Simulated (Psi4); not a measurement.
tin monoxide (OSn), singlet, geometry from GFN2-xTB (such geometries of metal compounds can be far from the true shape) (core potentials on Sn); Psi4 with PBE/def2-TZVP.

Here is a job for Psi4.
```
memory 2 GB

molecule {
0 1
  Sn   -0.00000000   -0.00000000   -0.24878717
  O     0.00000000    0.00000000    1.55491983
}

set basis def2-tzvp

energy('pbe')
print_variables()
```

### Question
Predict the main parts of the log of this Psi4 run.

### Answer

```
   => Loading Basis Set <=

    Name: DEF2-TZVP
    Role: ORBITAL
    Keyword: BASIS

    !!!  WARNING: ECP capability is in beta. Please check occupations closely.  !!!

         ---------------------------------------------------------
                                   SCF
               by Justin Turney, Rob Parrish, Andy Simmonett
                          and Daniel G. A. Smith
                              RKS Reference
         ---------------------------------------------------------

  ==> Geometry <==

    Molecular point group: c2v
    Full point group: C_inf_v

    Geometry (in Angstrom), charge = 0, multiplicity = 1:

       Center              X                  Y                   Z               Mass
    ------------   -----------------  -----------------  -----------------  -----------------
         SN           0.000000000000     0.000000000000    -0.212293978415   119.902201630000
         O            0.000000000000     0.000000000000     1.591413021585    15.994914619570

  Running in c2v symmetry.

  Rotational constants: A = ************  B =      0.36717  C =      0.36717 [cm^-1]
  Rotational constants: A = ************  B =  11007.44122  C =  11007.44122 [MHz]
  Nuclear repulsion =   51.635431407606667

  Charge       = 0
  Multiplicity = 1
  Electrons    = 30
  Nalpha       = 15
  Nbeta        = 15

  ==> Algorithm <==

  SCF Algorithm Type is DF.
  DIIS enabled.
  MOM disabled.
  Fractional occupation disabled.
  Guess Type is SAD.
  Energy threshold   = 1.00e-06
  Density threshold  = 1.00e-06
  Integral threshold = 1.00e-12

  ==> Primary Basis <==

  Basis Set: DEF2-TZVP
    Blend: DEF2-TZVP
    Number of shells: 27
    Number of basis functions: 81
    Number of Cartesian functions: 95
    Spherical Harmonics?: true
    Max angular momentum: 3

  Core potential: DEF2-TZVP
    Number of shells: 4
    Number of ECP primitives: 18
    Number of ECP core electrons: 28
    Max angular momentum: 3

  ==> DFT Potential <==

   => LibXC <=

    Version 7.1.2
    S. Lehtola, C. Steigemann, M. J. T. Oliveira, and M. A. L. Marques,  SoftwareX 7, 1–5 (2018) (10.1016/j.softx.2017.11.002)

   => Composite Functional: PBE <=

    PBE GGA Exchange-Correlation Functional

    J.P. Perdew et. al., Phys. Rev. Lett., 77(18), 3865-3868, 1996

    Deriv               =              1
    GGA                 =           TRUE
    Meta                =          FALSE

    Exchange Hybrid     =          FALSE
    MP2 Hybrid          =          FALSE

   => Exchange Functionals <=

    1.0000     XC_GGA_X_PBE

   => Correlation Functionals <=

    1.0000     XC_GGA_C_PBE

   => LibXC Density Thresholds  <==

    XC_GGA_C_PBE:  1.00E-12
    XC_GGA_X_PBE:  1.00E-15

   => Molecular Quadrature <=

    Radial Scheme          =       TREUTLER
    Pruning Scheme         =           NONE
    Nuclear Scheme         =       TREUTLER

    Blocking Scheme        =         OCTREE
    BS radius alpha        =              1
    Pruning alpha          =              1
    Radial Points          =             75
    Spherical Points       =            302
    Total Points           =          43220
    Total Blocks           =            402
    Max Points             =            256
    Max Functions          =             80
    Weights Tolerance      =       1.00E-15

   => Loading Basis Set <=

    Name: (DEF2-TZVP AUX)
    Role: JKFIT
    Keyword: DF_BASIS_SCF

  ==> Integral Setup <==

  SCF_SUBTYPE=INCORE selected. In-core MEM_DF algorithm will be used.
  Using in-core AOs.

  ==> MemDFJK: Density-Fitted J/K Matrices <==

    J tasked:                   Yes
    K tasked:                    No
    wK tasked:                   No
    Algorithm:                 Core
    Schwarz Cutoff:           1E-12
    Mask sparsity (%):       0.3048
    Fitting Condition:        1E-10

   => Auxiliary Basis Set <=

  Basis Set: (DEF2-TZVP AUX)
    Blend: DEF2-UNIVERSAL-JKFIT
    Number of shells: 71
    Number of basis functions: 295
    Number of Cartesian functions: 402
    Spherical Harmonics?: true
    Max angular momentum: 5

  Minimum eigenvalue in the overlap matrix is 3.6128930896E-03.
  Reciprocal condition number of the overlap matrix is 8.4806684909E-04.
    Using symmetric orthogonalization.

  ==> Pre-Iterations <==

  SCF Guess: Superposition of Atomic Densities via on-the-fly atomic UHF (no occupation information).

 WARNING: Atomic UHF is not converging! Try casting from a smaller basis or call Rob at CCMST.
   -------------------------
    Irrep   Nso     Nmo
   -------------------------
     A1        35      35
     A2         8       8
     B1        19      19
     B2        19      19
   -------------------------
    Total      81      81
   -------------------------

  ==> Iterations <==

                           Total Energy        Delta E     RMS |[F,P]|

   @DF-RKS iter SAD:  -288.04915609928884   -2.88049e+02   0.00000e+00
   @DF-RKS iter   1:  -288.88698640463048   -8.37830e-01   2.69714e-02 DIIS/ADIIS
   @DF-RKS iter   2:  -281.43611326066269    7.45087e+00   6.09835e-02 DIIS/ADIIS
   @DF-RKS iter   3:  -289.40338234337224   -7.96727e+00   1.16062e-02 DIIS/ADIIS
   @DF-RKS iter   4:  -289.44106272013096   -3.76804e-02   7.12095e-03 DIIS/ADIIS
   @DF-RKS iter   5:  -289.48372242743585   -4.26597e-02   9.84611e-04 DIIS/ADIIS
   @DF-RKS iter   6:  -289.47797280316979    5.74962e-03   2.73699e-03 DIIS/ADIIS
   @DF-RKS iter   7:  -289.48433936481825   -6.36656e-03   2.69761e-04 DIIS/ADIIS
   @DF-RKS iter   8:  -289.48441658460604   -7.72198e-05   8.30744e-05 DIIS
   @DF-RKS iter   9:  -289.48442273478935   -6.15018e-06   1.46238e-05 DIIS
   @DF-RKS iter  10:  -289.48442292768601   -1.92897e-07   1.30588e-06 DIIS
   @DF-RKS iter  11:  -289.48442292936807   -1.68205e-09   2.09671e-08 DIIS
  Energy and wave function converged.

  ==> Post-Iterations <==

   Electrons on quadrature grid:
      Ntotal   =   29.9999894695 ; deviation = -1.053e-05

    Orbital Energies [Eh]
    ---------------------

    Doubly Occupied:

[...]
    Virtual:

[...]
    Final Occupation by Irrep:
             A1    A2    B1    B2
    DOCC [     8,    1,    3,    3 ]
    NA   [     8,    1,    3,    3 ]
    NB   [     8,    1,    3,    3 ]

  @DF-RKS Final Energy:  -289.48442292936807

   => Energetics <=

    Nuclear Repulsion Energy =             51.6354314076066672
    One-Electron Energy =                -583.4094270634024042
    Two-Electron Energy =                 268.8210253112592341
    DFT Exchange-Correlation Energy =     -26.5314525848316087
    Empirical Dispersion Energy =           0.0000000000000000
    VV10 Nonlocal Energy =                  0.0000000000000000
    Total Energy =                       -289.4844229293680655

Computation Completed

Properties will be evaluated at   0.000000,   0.000000,   0.000000 [a0]

Properties computed using the SCF density matrix

 Multipole Moments:

 ------------------------------------------------------------------------------------
     Multipole            Electronic (a.u.)      Nuclear  (a.u.)        Total (a.u.)
 ------------------------------------------------------------------------------------

 L = 1.  Multiply by 2.5417464519 to convert [e a0] to [Debye]
 Dipole X            :          0.0000000            0.0000000            0.0000000
 Dipole Y            :          0.0000000            0.0000000            0.0000000
 Dipole Z            :        -16.7032804           15.2327736           -1.4705068
 Magnitude           :                                                    1.4705068

 ------------------------------------------------------------------------------------

  Variable Map:
  ----------------------------------------------------------------------------
[...]
  Array Variable Map:
  ----------------------------------------------------------------------------
[...]
[...]
```
